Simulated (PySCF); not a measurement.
3-methylthiophene (C₅H₆S), SMILES Cc1ccsc1.

The structure is a stationary point at PBE0-D3(BJ)/def2-SVP.

Two levels are set side by side: PBE/def2-TZVP (PySCF) and ωB97X/def2-TZVP (PySCF). Same geometry, gas phase. Differences are taken from unrounded values.

```json
[
 {"quantity": "orbital gap (eV)", "ωB97X": "10.67"},
 {"quantity": "highest occupied level (eV)", "ωB97X": "-8.88"},
 {"quantity": "lowest empty level (eV)", "ωB97X": "1.79"},
 {"quantity": "dipole moment (D)", "ωB97X": "0.92"},
 {"quantity": "mean polarisability (bohr³)", "ωB97X": "72.1"}
]
```

Task: What does PBE give, and how far is it from ωB97X? (The exact figures need the calculation; the answer reports its results.)

Result: 
```csv
quantity,PBE,PBE minus ωB97X
orbital gap (eV),4.50,-6.18
highest occupied level (eV),-5.63,3.25
lowest empty level (eV),-1.14,-2.92
dipole moment (D),0.85,-0.07
mean polarisability (bohr³),74.3,2.2
```

PBE's occupied levels lie high since its potential decays too fast outside the molecule; exact exchange lowers them and widens the gap. PBE's more diffuse valence density responds more strongly to a field. Differences between two approximate levels are no errors against the true value.

Rough cost on one machine, each run with all the roots and properties that it gave: ωB97X against PBE within a factor of 2.
